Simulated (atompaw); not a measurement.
Before and after: PAW (atompaw) potential for platinum (Pt)

Pt (Z = 78), PAW, made with atompaw 4.2.0.5 (PBE, scalar-relativistic). Core [Kr] 4d10 4f14 5s2, reference 5p6 5d8.5 6s0 6p0 (charge +1.5). Waves: 6s (bound, empty): rc 2.40 bohr; 6s channel at 0.8 Ry: rc 2.40 bohr; 5p (bound): rc 1.35 bohr; 6p (bound, empty): rc 2.05 bohr; 5d (bound): rc 1.40 bohr; 5d channel at 1.25 Ry: rc 2.40 bohr. Local part: troulliermartins scheme with l = 3 at 1 Ry, radius 2.15 bohr. Core correction: smooth core density matched at 1.85 bohr. Augmentation charge: sinc compensation charge, radius 2.20 bohr; PAW radius 2.40 bohr; waves and projectors: custom rrkj gramschmidtortho.

Change: local potential troulliermartins scheme with l = 3 at 1 Ry, radius 2.24 bohr.

Cutoffs: the cutoffs (Ry, on a coarse ladder) from which the occupation-weighted sum of valence levels, in a spherical-Bessel basis at the reference potential, stays within 10 and 1 mRy of its value at 400 Ry; they do not see the model core or the augmentation charge, which bear on the density cutoff.

Problem. What does the change do?

Solution. The potential gets neither clearly harder nor softer (55 Ry and 100 Ry → 55 Ry and 100 Ry); both files keep a bound ghost (s); the range in which the p phases agree widens (upper end 0.6 → 1.9).

| quantity | base | changed |
| --- | --- | --- |
| cutoff, loose | 55 Ry | 55 Ry |
| cutoff, tight | 100 Ry | 100 Ry |
| bound ghosts | s | s |
| s: phases at 2.40 bohr within 0.05 rad from the reference energy up to (Ry; the scan ends near 5) | n/a | to the end of the scan |
| p: phases at 2.40 bohr within 0.05 rad from the reference energy up to (Ry; the scan ends near 5) | 0.6 | 1.9 |
| d: phases at 2.40 bohr within 0.05 rad from the reference energy up to (Ry; the scan ends near 5) | 1.9 | 1.9 |
| lowest overlap eigenvalue by channel | s 0.39, p 0.49, d 0.52 | s 0.41, p 0.48, d 0.53 |

 A true bound ghost makes a file unfit for plane-wave use even where its test errors are small: the radial tests pick states by their node count and pass the ghost by. The cutoffs see the waves, projectors and local potential, not the compensation charge or the core.
